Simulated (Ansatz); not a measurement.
Input file for Ansatz (an electronic-structure program): U-PBE0/def2-TZVPP on BeC+, 2S+1 = 2, a spin state set in the input, which need not be the lowest. Charge +1.

Ansatz 0.2 input:
```yaml
crystal:
  periodic: [false, false, false]
  atoms:
    - {symbol: Be, position_ang: [0.00000000, 0.00000000, 0.00000000]}
    - {symbol: C, position_ang: [0.00000000, 0.00000000, 1.63400000]}
basis:
  gaussian:
    orbitals: def2-TZVPP
hamiltonian:
  xc: {name: PBE0}
total_charge: 1
magnetization: {spin_polarized: true, initial_magnetization: 1}
relax: {f_tol: 0.002, max_steps: 120}
```

It printed:

```
WARN ansatz: RAYON_NUM_THREADS=1 ignored (pool sized by the plan → 1); use --threads N
Functional definition: PBE0
integrals: 0.00 GiB planned
321 factors; their error is unknown
mean field: 0.10 GiB planned
mean field evaluation 1: about -1414.6032 eV, gradient 2.8e1 eV
mean field evaluation 2: about -1389.1242 eV, gradient 5.0e1 eV
mean field evaluation 4: about -1419.8065 eV, gradient 1.1e0 eV
mean field evaluation 8: about -1419.8186 eV, gradient 1.1e-1 eV
mean field evaluation 16: about -1419.8188 eV, gradient 3.4e-4 eV
mean field evaluation 32: about -1419.8217 eV, gradient 1.3e-1 eV
mean field -1420.29328834 eV, -52.1948156372 hartree, gradient 1.2e-5 eV, S^2 1.561155; 5 other end points of the search recorded, 0 dependent functions left out
the calculation of the forces begins
reference -1420.29331716 eV, -52.1948166961 hartree; 5, 4 occupied and 45, 46 virtual orbitals, 321 factors
relax step   1: F+E_penalty+E_count = -1420.29328834 eV  Δ(F+E_penalty+E_count) = +0.000e0 eV  max|allowed force component| = 8.201e-1 eV/Å  Δτ_max = 0.0000 Å  (146 SCF iters, accepted)
these checks for a lower state are left out or cut short: starts, cluster_reference, orbital_swaps, neighbouring_geometries, increment
integrals: 0.00 GiB planned
321 factors; their error is unknown
mean field: 0.10 GiB planned
mean field -1420.30969566 eV, -52.1954185949 hartree, gradient 2.7e-5 eV, S^2 1.531731; 0 other end points of the search recorded, 0 dependent functions left out
the calculation of the forces begins
reference -1420.30972395 eV, -52.1954196348 hartree; 5, 4 occupied and 45, 46 virtual orbitals, 321 factors
relax step   2: F+E_penalty+E_count = -1420.30969566 eV  Δ(F+E_penalty+E_count) = -1.641e-2 eV  max|allowed force component| = 4.078e-1 eV/Å  Δτ_max = 0.0135 Å  (42 SCF iters, accepted)
these checks for a lower state are left out or cut short: starts, cluster_reference, orbital_swaps, neighbouring_geometries, increment
integrals: 0.00 GiB planned
321 factors; their error is unknown
mean field: 0.10 GiB planned
mean field -1420.31579330 eV, -52.1956426792 hartree, gradient 2.6e-5 eV, S^2 1.499765; 0 other end points of the search recorded, 0 dependent functions left out
the calculation of the forces begins
reference -1420.31582114 eV, -52.1956437023 hartree; 5, 4 occupied and 45, 46 virtual orbitals, 321 factors
relax step   3: F+E_penalty+E_count = -1420.31579330 eV  Δ(F+E_penalty+E_count) = -6.098e-3 eV  max|allowed force component| = 3.829e-2 eV/Å  Δτ_max = 0.0140 Å  (42 SCF iters, accepted)
these checks for a lower state are left out or cut short: starts, cluster_reference, orbital_swaps, neighbouring_geometries, increment
integrals: 0.00 GiB planned
321 factors; their error is unknown
mean field: 0.10 GiB planned
mean field evaluation 64: about -1420.3162 eV, gradient 8.5e-2 eV
mean field -1420.31585354 eV, -52.1956448929 hartree, gradient 8.5e-6 eV, S^2 1.496040; 0 other end points of the search recorded, 0 dependent functions left out
the calculation of the forces begins
reference -1420.31588133 eV, -52.1956459142 hartree; 5, 4 occupied and 45, 46 virtual orbitals, 321 factors
relax step   4: F+E_penalty+E_count = -1420.31585354 eV  Δ(F+E_penalty+E_count) = -6.024e-5 eV  max|allowed force component| = 2.274e-4 eV/Å  Δτ_max = 0.0016 Å  (35 SCF iters, accepted)
integrals: 0.00 GiB planned
321 factors; their error is unknown
mean field: 0.10 GiB planned
mean field evaluation 96: about -1419.9560 eV, gradient 2.1e-5 eV
mean field -1420.31585354 eV, -52.1956448929 hartree, gradient 8.5e-6 eV, S^2 1.496040; 8 other end points of the search recorded, 0 dependent functions left out
the calculation of the forces begins
reference -1420.31588133 eV, -52.1956459142 hartree; 5, 4 occupied and 45, 46 virtual orbitals, 321 factors
Total energy: -1420.31588133 eV, -52.1956459142 hartree
Atom 0 at    -0.000000     0.000000    -0.029016 Å, force    -0.000000    -0.000000     0.000227 eV/Å
Atom 1 at     0.000000    -0.000000     1.663016 Å, force     0.000000     0.000000    -0.000227 eV/Å
Dipole moment:    -0.000000    -0.004369    -1.253515 e Å
```

The run converged. Its determinant has ⟨S²⟩ = 1.50, a mixture of spin states.

Cost: very roughly 8 core-seconds.
